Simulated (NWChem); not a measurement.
Molecule: ZrH2S2F2; SMILES [F][Zr]([F])([SH])[SH]

```xyz
7

Zr     0.0000     0.0000     0.3127
F     -0.2087    -1.5793     1.3354
F      0.2087     1.5793     1.3354
S      1.9792    -0.1387    -1.1057
H      2.4359     1.0249    -0.5806
S     -1.9792     0.1387    -1.1057
H     -2.4359    -1.0249    -0.5806
```
Atoms are numbered in this order, from 1.

Program: NWChem. Coordinates come from a PBE0/def2-SVP optimisation. Not confirmed as a minimum by frequencies. def2 effective core potentials on Zr; no spin-orbit coupling. Level r2SCAN/def2-SVP: energy and gradient on several grids; changes count from the extra-fine grid, which is no exact limit either.

Which is the coarsest grid (xcoarse; xfine; coarse; medium; fine) from which on the energy stays within 100 μHa and each gradient component within 200 μHa/bohr of xfine?

fine.
```json
[
 {"grid": "xcoarse", "size of the energy change (μHa)": "8000", "largest change of a gradient component (μHa/bohr)": "2000"},
 {"grid": "coarse", "size of the energy change (μHa)": "800", "largest change of a gradient component (μHa/bohr)": "200"},
 {"grid": "medium", "size of the energy change (μHa)": "400", "largest change of a gradient component (μHa/bohr)": "100"},
 {"grid": "fine", "size of the energy change (μHa)": "40", "largest change of a gradient component (μHa/bohr)": "50"},
 {"grid": "xfine", "size of the energy change (μHa)": "< 10", "largest change of a gradient component (μHa/bohr)": "< 30"}
]
```
